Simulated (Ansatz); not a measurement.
Two isomers of CH8OSiSn: A = `[CH3][SnH2][SiH2]O`, B = `[OH][SnH2][CH2][SiH3]`.

Program: Ansatz. Geometries: PBE0-D4/def2-TZVP. ΔE: electronic, gas phase. CBS: MP2 limit from def2 TZ/QZ plus the TZ coupled-cluster correction, frozen cores. Functionals use def2-TZVPP. B3LYP here is the variant with VWN-RPA as its local correlation; programs differ in this. def2 core potentials past Kr. For Sn outer-core shells are correlated without core-valence functions, which leaves a few kJ/mol of doubt a bond. One conformer a species, not always the lowest.

A:

Z-matrix (Å, degrees):
```
C
Sn 1 2.146
H 1 1.090 2 109.8
H 1 1.090 2 109.9 3 119.9
H 1 1.090 2 109.9 3 -120.0
Si 2 2.575 1 111.8 3 -62.5
H 2 1.718 1 108.4 3 176.6
H 2 1.714 1 108.9 3 60.4
O 6 1.656 2 111.9 1 -66.5
H 6 1.485 2 110.5 1 50.2
H 6 1.492 2 109.7 1 169.6
H 9 0.958 6 117.3 2 -60.0
```

B:

Z-matrix (Å, degrees):
```
Sn
C 1 2.145
O 1 1.971 2 106.9
H 1 1.713 2 111.3 3 -118.7
H 1 1.703 2 113.1 3 112.8
Si 2 1.864 1 113.0 3 64.8
H 2 1.093 1 106.4 3 -56.9
H 2 1.094 1 108.4 3 -172.6
H 3 0.960 1 113.1 2 -62.3
H 6 1.488 2 109.9 1 65.7
H 6 1.488 2 112.4 1 -173.4
H 6 1.490 2 110.0 1 -52.9
```

(1) Which is lower in electronic energy at CCSD(T)/CBS, and by how much? (An estimate is asked.)

(2) Give E(B) − E(A) in kJ/mol with r2SCAN-D4, CCSD(T)/def2-TZVPP, B2PLYP, CCSD/def2-TZVPP, MP2/def2-TZVPP, PBE-D4, B3LYP. (An estimate is asked.)

Largest T1 diagnostic: 0.013.

Answers

(1) Ansatz gave: A, by 74.1 kJ/mol.

(2) Computed: r2SCAN-D4 79.6, CCSD(T)/def2-TZVPP 74.5, B2PLYP 78.8, CCSD/def2-TZVPP 76.9, MP2/def2-TZVPP 73.9, PBE-D4 80.8, B3LYP 83.9. None reverses the order clearly.

The D4 term adds −3.5 kJ/mol with B3LYP and −1.8 kJ/mol with PBE0; it sums over pairs of atoms, weighted by their polarisabilities, and B3LYP, whose exchange is more repulsive, gets the larger term. In def2-TZVPP, CCSD(T) changes the Hartree–Fock value by −7.0 kJ/mol (the triples alone add −2.4 kJ/mol) and MP2 by −7.5 kJ/mol.
